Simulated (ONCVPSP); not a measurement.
## u(r) = r·R(r): atom against pseudo-atom (helium)

Columns: radius, all-electron u(r) and pseudo u(r) of the 1s shell (level -15.76 eV) of helium in the configuration 1s2; PBE, scalar-relativistic, ONCV scheme, ONCVPSP 4.0.1.

```json
{"r (bohr)": "0.042", "all-electron": "0.1856", "pseudo": "0.1407"}
{"r (bohr)": "0.085", "all-electron": "0.3446", "pseudo": "0.2804"}
{"r (bohr)": "0.128", "all-electron": "0.4764", "pseudo": "0.4117"}
{"r (bohr)": "0.170", "all-electron": "0.5825", "pseudo": "0.5285"}
{"r (bohr)": "0.212", "all-electron": "0.6691", "pseudo": "0.6315"}
{"r (bohr)": "0.255", "all-electron": "0.7405", "pseudo": "0.7211"}
{"r (bohr)": "0.298", "all-electron": "0.7969", "pseudo": "0.7939"}
{"r (bohr)": "0.340", "all-electron": "0.8397", "pseudo": "0.8493"}
{"r (bohr)": "0.382", "all-electron": "0.8719", "pseudo": "0.8899"}
{"r (bohr)": "0.425", "all-electron": "0.8956", "pseudo": "0.9179"}
{"r (bohr)": "0.467", "all-electron": "0.9111", "pseudo": "0.9340"}
{"r (bohr)": "0.510", "all-electron": "0.9202", "pseudo": "0.9410"}
{"r (bohr)": "0.552", "all-electron": "0.9235", "pseudo": "0.9406"}
{"r (bohr)": "0.595", "all-electron": "0.9222", "pseudo": "0.9348"}
{"r (bohr)": "0.638", "all-electron": "0.9167", "pseudo": "0.9251"}
{"r (bohr)": "0.680", "all-electron": "0.9081", "pseudo": "0.9129"}
{"r (bohr)": "0.722", "all-electron": "0.8966", "pseudo": "0.8990"}
{"r (bohr)": "0.765", "all-electron": "0.8826", "pseudo": "0.8834"}
{"r (bohr)": "0.807", "all-electron": "0.8671", "pseudo": "0.8672"}
{"r (bohr)": "0.850", "all-electron": "0.8496", "pseudo": "0.8496"}
{"r (bohr)": "0.892", "all-electron": "0.8313", "pseudo": "0.8313"}
{"r (bohr)": "0.935", "all-electron": "0.8116", "pseudo": "0.8116"}
{"r (bohr)": "0.977", "all-electron": "0.7916", "pseudo": "0.7916"}
{"r (bohr)": "1.020", "all-electron": "0.7705", "pseudo": "0.7706"}
{"r (bohr)": "1.062", "all-electron": "0.7496", "pseudo": "0.7497"}
{"r (bohr)": "1.105", "all-electron": "0.7280", "pseudo": "0.7280"}
```

How many radial nodes do the two functions have?

The all-electron 1s function has n − l − 1 = 0; the pseudo-wave has 0.

At about which radius was the pseudo-wave matched?

0.85 bohr, where the columns begin to agree (steps of 0.04 bohr).

Where does each function peak?

Outermost all-electron maximum near 0.55 bohr, pseudo maximum near 0.51 bohr (to the table’s step).

Is the pseudo-wave norm-conserving?

Yes: the ONCV scheme keeps the norm inside the radius equal to the all-electron one, which fixes the energy derivative of the logarithmic derivative at the level.
